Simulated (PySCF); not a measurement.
PySCF input (M06-2X/def2-TZVPD):

```python
from pyscf import gto, scf, dft

mol = gto.M(
    atom='''
    Si   -0.62512827    0.07670704   -0.02454429
    N     1.10149453   -0.04493257   -0.01031472
    H    -1.14140882   -1.14447336   -0.70602627
    H    -1.07076400    0.10440109    1.39773793
    H     1.65074514    0.56448139    0.57651553
    H     1.60276174   -0.28377968   -0.85240415
    ''',
    basis='def2-tzvpd',
    charge=0,
    spin=1,
    verbose=4,
)

mf = dft.UKS(mol, xc='m062x').density_fit(auxbasis='def2-universal-jkfit')
mf.grids.level = 4
mf.conv_tol = 1e-9
mf.max_cycle = 100
mf.max_memory = 1500
mf.kernel()
if not mf.converged:
    mf = mf.newton()
    mf.kernel(mf.make_rdm1())
for _ in range(2):
    mo, _, stable, _ = mf.stability(return_status=True)
    if stable:
        break
    mf.kernel(mf.make_rdm1(mo, mf.mo_occ))
mf.analyze()
```

End of the output:

```
Extra cycle  E= -346.601441881641  delta_E= -5.91e-11  |g|= 3.24e-06  |ddm|= 1.91e-05
converged SCF energy = -346.601441881641  <S^2> = 0.7535022  2S+1 = 2.0034991
uhf_internal: lowest eigs of H = [0.2763353  0.35239796 0.36604991]
<class 'pyscf.df.df_jk.DFUKS'> wavefunction is stable in the internal stability analysis
**** SCF Summaries ****
Total Energy =                        -346.601441881641165
Nuclear Repulsion Energy =              57.467951818005538
One-electron Energy =                 -592.143792339035372
Two-electron Energy =                  188.074398639388676
Two-electron Coulomb Energy =          217.353663481276072
DFT Exchange-Correlation Energy =      -29.279264841887397
HOMO-LUMO gap [eV] =                     4.615135321810167
**** MO energy ****
                             alpha | beta                alpha | beta
MO #1   energy= -67.0119583472438  | -67.0070751231669  occ= 1 | 1
MO #2   energy= -14.7364539311914  | -14.7343381416044  occ= 1 | 1
MO #3   energy= -5.54922371643952  | -5.54597810027652  occ= 1 | 1
MO #4   energy= -3.86387691214901  | -3.85680949620511  occ= 1 | 1
MO #5   energy= -3.85845643804421  | -3.85635455289141  occ= 1 | 1
MO #6   energy= -3.85810198846329  | -3.85212317823061  occ= 1 | 1
MO #7   energy= -0.960243613873047 | -0.951830940137548 occ= 1 | 1
MO #8   energy= -0.60731937378484  | -0.587685136698589 occ= 1 | 1
MO #9   energy= -0.569203260059268 | -0.566167741316744 occ= 1 | 1
MO #10  energy= -0.458436981546633 | -0.446605175458195 occ= 1 | 1
MO #11  energy= -0.39894075482935  | -0.389334091403114 occ= 1 | 1
MO #12  energy= -0.37821619829448  | -0.347381349637047 occ= 1 | 1
MO #13  energy= -0.230393627993799 | -0.0607905317598139 occ= 1 | 0
MO #14  energy= 0.0141059478915903 | 0.0125406066738496 occ= 0 | 0
MO #15  energy= 0.0392392118698929 | 0.0315468020699152 occ= 0 | 0
MO #16  energy= 0.0705399064490331 | 0.055339789253746  occ= 0 | 0
MO #17  energy= 0.072146391050868  | 0.066295813005769  occ= 0 | 0
MO #18  energy= 0.0760195812781817 | 0.069630680877181  occ= 0 | 0
MO #19  energy= 0.0946958160209063 | 0.0759520039339459 occ= 0 | 0
MO #20  energy= 0.118985869514772  | 0.0997243376876363 occ= 0 | 0
MO #21  energy= 0.135020908970414  | 0.108799211886781  occ= 0 | 0
MO #22  energy= 0.137040413560329  | 0.127719957169445  occ= 0 | 0
MO #23  energy= 0.13862860465021   | 0.137966303258521  occ= 0 | 0
MO #24  energy= 0.164961347202414  | 0.164006792639667  occ= 0 | 0
MO #25  energy= 0.172043701495174  | 0.17577664931881   occ= 0 | 0
MO #26  energy= 0.194334840081779  | 0.185196950072585  occ= 0 | 0
MO #27  energy= 0.202342443446744  | 0.19890944442394   occ= 0 | 0
MO #28  energy= 0.217158277073948  | 0.199377500220048  occ= 0 | 0
MO #29  energy= 0.234366092380592  | 0.215338381046809  occ= 0 | 0
MO #30  energy= 0.238379873787419  | 0.230784873371693  occ= 0 | 0
MO #31  energy= 0.272634989689532  | 0.262488424603875  occ= 0 | 0
MO #32  energy= 0.279125125072732  | 0.264664152489882  occ= 0 | 0
MO #33  energy= 0.282611968215314  | 0.278358182827362  occ= 0 | 0
MO #34  energy= 0.291748227751585  | 0.284665567456973  occ= 0 | 0
MO #35  energy= 0.305916937681444  | 0.301664340270716  occ= 0 | 0
MO #36  energy= 0.308727972373734  | 0.307175983151944  occ= 0 | 0
MO #37  energy= 0.315312318052265  | 0.31084135482032   occ= 0 | 0
MO #38  energy= 0.363915899745694  | 0.344984773524341  occ= 0 | 0
MO #39  energy= 0.372657954104696  | 0.36582189998603   occ= 0 | 0
MO #40  energy= 0.379942457333532  | 0.369452610422622  occ= 0 | 0
MO #41  energy= 0.414526549210726  | 0.397811773357183  occ= 0 | 0
MO #42  energy= 0.429267892958612  | 0.42559999152494   occ= 0 | 0
MO #43  energy= 0.443172696728368  | 0.43810314855007   occ= 0 | 0
MO #44  energy= 0.475630845521682  | 0.472721604993569  occ= 0 | 0
MO #45  energy= 0.478453335318306  | 0.477784096288027  occ= 0 | 0
MO #46  energy= 0.504573756889697  | 0.501729498436611  occ= 0 | 0
MO #47  energy= 0.505164076139732  | 0.504515614559309  occ= 0 | 0
MO #48  energy= 0.534736832453294  | 0.528944953679636  occ= 0 | 0
MO #49  energy= 0.567541707577803  | 0.556521119369135  occ= 0 | 0
MO #50  energy= 0.608307393543618  | 0.597515339081715  occ= 0 | 0
MO #51  energy= 0.623639196933554  | 0.624951312170798  occ= 0 | 0
MO #52  energy= 0.635872715799712  | 0.631426422848686  occ= 0 | 0
MO #53  energy= 0.671258886484846  | 0.663531881287895  occ= 0 | 0
MO #54  energy= 0.722195658770035  | 0.7191428268785    occ= 0 | 0
MO #55  energy= 0.730524844264693  | 0.726620330011599  occ= 0 | 0
MO #56  energy= 0.803102908619337  | 0.798404672751772  occ= 0 | 0
MO #57  energy= 0.844469622326987  | 0.837258484851063  occ= 0 | 0
MO #58  energy= 0.87702561574303   | 0.872850204532498  occ= 0 | 0
MO #59  energy= 0.877681226282258  | 0.875496811755607  occ= 0 | 0
MO #60  energy= 1.05245447497542   | 1.05544445676304   occ= 0 | 0
MO #61  energy= 1.0602291185304    | 1.05867677536776   occ= 0 | 0
MO #62  energy= 1.09419060901612   | 1.09329641437585   occ= 0 | 0
MO #63  energy= 1.09473759261811   | 1.10097203970739   occ= 0 | 0
MO #64  energy= 1.12052468376187   | 1.11745415836699   occ= 0 | 0
MO #65  energy= 1.12877550273772   | 1.12913403263781   occ= 0 | 0
MO #66  energy= 1.17295504872996   | 1.17681747751488   occ= 0 | 0
MO #67  energy= 1.22960804065947   | 1.23793734332387   occ= 0 | 0
MO #68  energy= 1.24241049544452   | 1.24873189894278   occ= 0 | 0
MO #69  energy= 1.27031917012305   | 1.26602477537618   occ= 0 | 0
MO #70  energy= 1.35330481034741   | 1.35475533911361   occ= 0 | 0
MO #71  energy= 1.39517596753618   | 1.39916268803743   occ= 0 | 0
MO #72  energy= 1.39870667096649   | 1.40655070325642   occ= 0 | 0
MO #73  energy= 1.44157192760095   | 1.44968725358807   occ= 0 | 0
MO #74  energy= 1.47118073246107   | 1.48076815685573   occ= 0 | 0
MO #75  energy= 1.53730821091164   | 1.54739527710629   occ= 0 | 0
MO #76  energy= 1.56035269309275   | 1.56715882191884   occ= 0 | 0
MO #77  energy= 1.6367260168482    | 1.64115304822104   occ= 0 | 0
MO #78  energy= 1.68325317099598   | 1.67972118618962   occ= 0 | 0
MO #79  energy= 1.68610480672662   | 1.68687419407509   occ= 0 | 0
MO #80  energy= 1.840377308427     | 1.84228790274168   occ= 0 | 0
MO #81  energy= 1.88661250847602   | 1.89502782909214   occ= 0 | 0
MO #82  energy= 1.98473258110999   | 1.98630979098253   occ= 0 | 0
MO #83  energy= 2.02852115927765   | 2.03241274924659   occ= 0 | 0
MO #84  energy= 2.02898317408803   | 2.03301295173597   occ= 0 | 0
MO #85  energy= 2.06508970122126   | 2.06922733509602   occ= 0 | 0
MO #86  energy= 2.18807458578014   | 2.19022723305149   occ= 0 | 0
MO #87  energy= 2.19545244097443   | 2.1978822495578    occ= 0 | 0
MO #88  energy= 2.39382056188264   | 2.40462586522398   occ= 0 | 0
MO #89  energy= 2.40352561660847   | 2.4202930934699    occ= 0 | 0
MO #90  energy= 2.4391839996835    | 2.45345420271302   occ= 0 | 0
MO #91  energy= 2.56188357934043   | 2.5622496859119    occ= 0 | 0
MO #92  energy= 2.58174584952403   | 2.59006589416253   occ= 0 | 0
MO #93  energy= 2.7574234575705    | 2.76062775632126   occ= 0 | 0
MO #94  energy= 2.78296129812631   | 2.78312311473986   occ= 0 | 0
MO #95  energy= 2.85620444801299   | 2.872914776673     occ= 0 | 0
MO #96  energy= 2.92400154760482   | 2.9238496886624    occ= 0 | 0
MO #97  energy= 2.98880977013987   | 3.00118593960886   occ= 0 | 0
MO #98  energy= 3.21904687595287   | 3.2191236066486    occ= 0 | 0
MO #99  energy= 3.36813175868035   | 3.36886042348608   occ= 0 | 0
MO #100 energy= 4.11140490452144   | 4.1108668985369    occ= 0 | 0
MO #101 energy= 4.15979418915371   | 4.16008688258889   occ= 0 | 0
MO #102 energy= 4.27672466175056   | 4.2781069888041    occ= 0 | 0
MO #103 energy= 4.31325256758608   | 4.31947985554257   occ= 0 | 0
MO #104 energy= 4.43014938172477   | 4.42965124472149   occ= 0 | 0
[...]
```

It need not be the lowest isomer of its formula.
